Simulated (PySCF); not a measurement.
## Electronic absorption of InH2(CF3)

Compound: InH2(CF3), CH2F3In.
SMILES: `[InH2][C](F)(F)F`

Computed with PySCF 2.14.0, density-fitted response routines, TDDFT B3LYP/def2-SVPD, vertical, gas phase, core orbitals frozen in the response, def2 core potentials past Kr. Geometry: PBE0-D3(BJ)/def2-SVP; no solvent, vibrations or thermal averaging. Spin–orbit coupling is left out.

**Question.** Predict the UV-vis stick spectrum at this level.

**Answer.** 

```csv
state,E (eV),λ (nm),f,"main configurations (H = HOMO, L = LUMO)"
S1,4.40,282.0,0.0006,H→L (100%)
S2,4.97,249.2,0.0000,H-1→L (100%)
S3,6.89,179.9,0.191,H→L+1 (87%)
S4,7.42,167.1,0.0061,H→L+2 (87%)
S5,7.44,166.7,0.118,"H-1→L+1 (74%), H-1→L+3 (17%)"
S6,7.69,161.1,0.239,H→L+3 (90%)
S7,7.78,159.3,0.0010,H-2→L (97%)
S8,7.88,157.4,0.072,"H-1→L+2 (50%), H→L+4 (37%)"
S9,8.05,154.0,0.117,"H-1→L+2 (47%), H→L+4 (31%), H-1→L+3 (20%)"
S10,8.35,148.5,0.0000,H-4→L (99%)
```

Triplets, Tamm–Dancoff:

```csv
state,E (eV),λ (nm),"main configurations (H = HOMO, L = LUMO)"
T1,4.09,303.5,H→L (99%)
T2,4.57,271.4,H-1→L (99%)
T3,5.50,225.6,H→L+1 (94%)
T4,5.88,211.0,H-1→L+1 (92%)
```

The lowest singlet comes at 282 nm (424 kJ/mol) in the ultraviolet; it is very weak; its leading configuration is HOMO→LUMO (100%). The strongest level in the table is S6 at 7.69 eV (161 nm, f = 0.239). Löwdin shares by element: HOMO carbon 28%, fluorine 24% or more, indium 23% (atoms not listed hold the other 25%); LUMO indium 71%, hydrogen 16%, carbon 6%. Weighted by f, the mean energy of these states is 7.52 eV. The listed states span 3.95 eV, and the widest gap between neighbours is 1.92 eV (S2 to S3). Of the 10 states listed, 5 reach f = 0.01 and 2 stay under 0.0005. All these states lie below the vertical ionisation energy of 10.44 eV (ΔSCF). Only the lowest 10 singlets were computed, as vertical energies without vibronic structure.
